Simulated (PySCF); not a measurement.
# Correlation energy of Ho (holmium, neutral)

[Xe] 4f10 5d1 6s2, one real determinant (an excited configuration). All numbers are calculated (PySCF 2.14, scalar relativity by spin-free X2C-1e, in x2c-TZVPPall with one added diffuse shell each of s, p, d, f type (12s8p8d5f2g, 129 functions)). Frozen: [Ar] 3d10; 39 electrons correlated.

MP2 pair energies summed by pair of shells (mhartree):

```
 pair   energy  share (%)
4f-4f  -301.56       21.0
4d-4f  -297.75       20.8
4f-5p  -181.59       12.7
4d-4d  -115.43        8.1
5p-5p  -110.45        7.7
4d-5p   -60.23        4.2
4f-5s   -41.90        2.9
4p-4d   -39.69        2.8
4p-4f   -38.09        2.7
5p-6s   -31.23        2.2
5s-5p   -30.96        2.2
5p-5d   -24.66        1.7
4d-5s   -23.81        1.7
6s-6s   -17.45        1.2
4s-4d   -16.65        1.2
4s-4f   -15.01        1.0
4f-5d   -14.45        1.0
4f-6s   -14.11        1.0
5d-6s   -11.33        0.8
4p-4p    -9.83        0.7
4p-5p    -8.13        0.6
5s-5s    -5.75        0.4
4p-5s    -4.41        0.3
4s-4p    -4.29        0.3
4d-5d    -3.29        0.2
5s-5d    -2.93        0.2
4d-6s    -2.80        0.2
5s-6s    -1.60        0.1
4s-4s    -1.34        0.1
4s-5p    -0.88        0.1
```

Total MP2 correlation energy: -1433.2 mhartree.

Same-spin part -549.37 and opposite-spin part -883.81 mhartree; SCS-MP2 scales them by 1/3 and 6/5 to -1243.7 mhartree.

The reference is one real determinant that mixes LS terms of this configuration.

This basis was not built for core-valence correlation, so the inner-shell part is incomplete.
